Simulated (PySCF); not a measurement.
# Energy of Si²⁺ (silicon, charge +2) between two integer charges

The 3s beta orbital of [Ne] 3s2 is emptied in steps (occupation f), with all orbitals relaxed, ending at [Ne] 3s1. Calculation: PySCF 2.14, in aug-pcseg-2 (6s5p3d2f, 50 functions); no relativity, point nucleus. The exact energy is a straight line in f; departures are measured from the line between the end points of the same method.

```json
{"f": "1", "UHF (eV)": "0.000", "LDA (eV)": "0.000", "PBE (eV)": "0.000", "PBE0 (eV)": "0.000", "r2SCAN (eV)": "0.000", "BHandHLYP (eV)": "0.000", "HSE06 (eV)": "0.000"}
{"f": "0.9", "UHF (eV)": "0.017", "LDA (eV)": "-0.444", "PBE (eV)": "-0.443", "PBE0 (eV)": "-0.327", "r2SCAN (eV)": "-0.376", "BHandHLYP (eV)": "-0.234", "HSE06 (eV)": "-0.362"}
{"f": "0.7", "UHF (eV)": "0.039", "LDA (eV)": "-1.029", "PBE (eV)": "-1.034", "PBE0 (eV)": "-0.761", "r2SCAN (eV)": "-0.856", "BHandHLYP (eV)": "-0.551", "HSE06 (eV)": "-0.839"}
{"f": "0.5", "UHF (eV)": "0.045", "LDA (eV)": "-1.215", "PBE (eV)": "-1.229", "PBE0 (eV)": "-0.904", "r2SCAN (eV)": "-0.983", "BHandHLYP (eV)": "-0.666", "HSE06 (eV)": "-0.995"}
{"f": "0.3", "UHF (eV)": "0.037", "LDA (eV)": "-1.008", "PBE (eV)": "-1.030", "PBE0 (eV)": "-0.756", "r2SCAN (eV)": "-0.785", "BHandHLYP (eV)": "-0.573", "HSE06 (eV)": "-0.836"}
{"f": "0.1", "UHF (eV)": "0.015", "LDA (eV)": "-0.425", "PBE (eV)": "-0.432", "PBE0 (eV)": "-0.316", "r2SCAN (eV)": "-0.310", "BHandHLYP (eV)": "-0.254", "HSE06 (eV)": "-0.351"}
{"f": "0", "UHF (eV)": "0.000", "LDA (eV)": "0.000", "PBE (eV)": "0.000", "PBE0 (eV)": "0.000", "r2SCAN (eV)": "0.000", "BHandHLYP (eV)": "0.000", "HSE06 (eV)": "0.000"}
```

Task: For BHandHLYP, how does the orbital energy at f = 1 compare with the removal energy?

Result: −ε = 30.706 eV against a total-energy difference of 33.294 eV. By Janak's theorem ε = ∂E/∂f, so the gap between them reflects the curvature. Along the path −ε is 31.205 (f = 0.9), 32.210 (f = 0.7), 33.231 (f = 0.5), 34.301 (f = 0.3), 35.509 (f = 0.1) eV.

```
   method  E(f=0) − E(f=1) (eV)  −ε at f=1 (eV)  −ε at f=0.5 (eV)
      UHF                31.945          32.142            31.937
      LDA                33.539          28.598            33.600
      PBE                33.402          28.473            33.409
     PBE0                33.257          29.619            33.270
   r2SCAN                32.853          28.631            33.072
BHandHLYP                33.294          30.706            33.231
    HSE06                33.268          29.241            33.282
```

As f goes to zero the orbital energy of a semilocal functional can turn back, because the density of that orbital vanishes from the exchange-correlation potential.

Reference removal energy between the ground levels: 33.493 eV (measured; NIST Atomic Spectra Database, ionization energies). UHF lacks correlation.
